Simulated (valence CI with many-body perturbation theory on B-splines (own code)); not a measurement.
**Pr⁴⁵⁺ in brief**

Calculated by relativistic CI+MBPT: four valence electrons over a frozen Dirac-Fock core [Ne], radial functions for each j: 11 s, 11 p, 10 d, 8 f, 5 g, 2 h, with the one-electron correlation potential Σ1, the two-electron term Σ2, the three-electron term Σ3, Breit, model QED; selected CI, second order for the rest, scaled by the run's own slope (own B-spline code, finite nucleus).

The last digits are not significant, and no measured levels were compared; by estimate large intervals hold to a few tenths of a per cent, small ones and those within an open d or f shell to about a per cent. Among the levels kept, up to 550 cm⁻¹ of a level comes from second order outside the variational space, and about a tenth of that is noise between levels of different J, which matters for small intervals.

Levels are named by their leading jj configuration (3d3/2^4 stands for four electrons in 3d with j = 3/2), which in mixed levels can hold well under half, so a name can repeat and another be missing.

Rates and lifetimes use the calculated energies. Strong lines usually hold to 10 to 20 %, long lifetimes can be off by a factor of two.

Question: What is the ground level?

Answer: (3s^2 3p1/2^2) J=0, composition 71 % 3s2 3p2 3P + 28 % 3s2 3p2 1S.

Question: Among levels below 846.82 eV, which E1 lines absorb most strongly from the ground level?

Answer: to (3s^2 3p1/2 3d3/2) J=1 at 3.996 nm, f = 0.689; to (3s 3p1/2^2 3p3/2) J=1 at 4.881 nm, f = 0.157; to (3s 3p1/2 3p3/2^2) J=1 at 3.302 nm, f = 0.00179.

Question: How well does LS coupling describe the low levels?

Answer: Among the lowest 20 levels the leading LS term, summed over configurations, holds 58 % on average. For single configurations the figures are 56 % in LS and 89 % in jj coupling. Terms mix most in the J = 2 level at 404.42 eV, where the leading one holds 27 %.

Question: Name the longest-lived excited levels whose lifetime is computed, and their main decay.

Answer: (3s^2 3p1/2 3p3/2) J=2 at 121.82 eV lives 15.9 μs, mostly by E2 to (3s^2 3p1/2^2) J=0; (3s^2 3p3/2 3d5/2) J=4 at 431.93 eV lives 120 ns, mostly by M1 to (3s^2 3p1/2 3d5/2) J=3; (3s^2 3p1/2 3p3/2) J=1 at 114.65 eV lives 99.4 ns, mostly by M1 to (3s^2 3p1/2^2) J=0.

Question: What is the ionisation energy?

Answer: 3730.8 eV; NIST lists 3729 ± 4 eV (theoretical).
